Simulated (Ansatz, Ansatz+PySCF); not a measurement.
```xyz
3

C     0.0483   -0.0080   -1.3057
C    -0.0373   -0.0071    0.0999
O    -0.0307    0.0394    1.2273
```

Basis set: def2-SVP (spherical functions). Left uncorrelated: 3 orbitals. Correlation on ROHF uses semicanonical orbitals with singles. Charge 0, multiplicity 3.

Computed with Ansatz (development build ahead of 0.2.0); each method stands on the lowest determinant of its kind that the runs found.

The atomization energy at this shape (free ground-state atoms in the same class of orbitals less the molecule, no zero-point energy) of triplet C2O:

```
      method  atomization energy
ROHF-CCSD(T)     295.82 kcal/mol
     UHF-MP2     309.13 kcal/mol
        ROHF     207.69 kcal/mol
         UHF     204.94 kcal/mol
```

**Question.** What does ROHF-MP2 give?

**Answer.** 311.37 kcal/mol.
